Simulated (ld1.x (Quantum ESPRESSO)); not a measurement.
Te: one change to a TM potential, before and after

Te (Z = 52), norm-conserving Troullier–Martins (Kleinman–Bylander form), made with ld1.x (Quantum ESPRESSO) 7.5 (LDA (PZ), fully relativistic). Core [Kr] 4d10, reference 5s2 5p4. Waves: 5s (bound): rc 1.70 bohr; 5p (bound): rc 2.30 bohr. Local part: all-electron potential smoothed inside 1.40 bohr (lloc = -1). Core correction: none.

Open shells are filled in proportion to 2j + 1 (rel_dist='average').

All-electron outer shells of the reference configuration (LDA (PZ), scalar-relativistic, ld1.x):

```tsv
shell	level (eV)	outermost node (bohr)	outermost maximum (bohr)
4p	-114.19	0.38	0.74
4d	-41.70	0.36	0.81
5s	-15.36	0.91	1.77
5p	-6.12	1.00	2.17
```

Change: local potential all-electron potential smoothed inside 0.92 bohr (lloc = -1).

Cutoffs: the cutoffs (Ry, on a coarse ladder) from which the occupation-weighted sum of valence levels, in a spherical-Bessel basis at the reference potential, stays within 10 and 1 mRy of its value at 400 Ry; they do not see the model core or the augmentation charge, which bear on the density cutoff. Errors are all-electron minus pseudo energies relative to the spin-unpolarised reference configuration.

Problem. How do hardness, ghosts and transferability respond?

Solution. The potential gets neither clearly harder nor softer (30 Ry and 50 Ry → 30 Ry and 50 Ry); the bound ghosts move from d, s to d, p, s; of the 5 tests that both files solve, the error grows in 0 and shrinks in 5 by more than 15 % and 0.3 meV (median size 38.2 → 6.6 meV); the range in which the s phases agree narrows (upper end 2.6 → 0.5); the range in which the p1/2 phases agree widens (upper end 0.2 → 2.9). In the separable form a ghost depends on how the local part lies against the semilocal potential of the channel, so the choice of the local part can create or remove one.

| quantity | base | changed |
| --- | --- | --- |
| cutoff, loose | 30 Ry | 30 Ry |
| cutoff, tight | 50 Ry | 50 Ry |
| loose cutoff by channel (10 mRy a level) | s 21 Ry, p 8 Ry | s 21 Ry, p 25 Ry |
| bound ghosts | s, d | s, p3/2, p1/2, d |
| tests counted (converged, no solver errors) | 6 of 7 | 6 of 7 |
| error for 5s2 5p3, meV [ΔE 9.94 eV] | +38 | +6.6 |
| error for 5s2 5p2, meV [ΔE 28.14 eV] | +316 | +40 |
| error for 5s2 5p4.3, meV [ΔE -1.52 eV] | +1.5 | +0.3 |
| error for 5s2 5p3.5, meV [ΔE 4.00 eV] | +7.0 | +1.3 |
| error for 5s1 5p4, meV [ΔE 19.83 eV] | +177 | +19 |
| s: phases at 2.50 bohr within 0.05 rad from the reference energy up to (Ry; the scan ends near 5) | 2.6 | 0.5 |
| p1/2: phases at 2.50 bohr within 0.05 rad from the reference energy up to (Ry; the scan ends near 5) | 0.2 | 2.9 |
| p3/2: phases at 2.50 bohr within 0.05 rad from the reference energy up to (Ry; the scan ends near 5) | n/a | 2.8 |

Base: Tests not counted: 5s2 5p1 (solver errors, printed error +4.1 eV). Changed file: Tests not counted: 5s2 5p0 (solver errors, printed error -18.9 eV). A true bound ghost makes a file unfit for plane-wave use even where its test errors are small: the radial tests pick states by their node count and pass the ghost by. Where a test does run into it, the solver fails or the error is huge.
